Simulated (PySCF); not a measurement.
## How methods differ on the ionisation energy of K¹⁶⁺

K¹⁶⁺ [He] 2s1 [2s1/2^1, M_J = 1/2] → K¹⁷⁺ 1s2, as a difference of total energies. Calculation: PySCF 2.14, in an even-tempered Gaussian basis (17 s from 3.4 bohr⁻², ratio 2.4; 10 p from 4.4 bohr⁻², ratio 2.4; 5 d from 13 bohr⁻², ratio 2.6; 4 f from 20 bohr⁻², ratio 2.6); the two-component X2C-1e Hamiltonian. Correlated levels: nothing frozen; the 28 highest virtual spinors dropped. "Screened" scales the spin-orbit matrix elements by Boettger's factors to mimic the two-electron term; Breit and QED terms are absent.

| method | ionisation energy (eV) |
| --- | --- |
| GHF (screened spin-orbit) | 1034.6 |
| GMP2 (screened spin-orbit) | 1034.8 |

For comparison: 1034.5 eV (theoretical estimate listed by NIST; NIST Atomic Spectra Database, ionization energies).
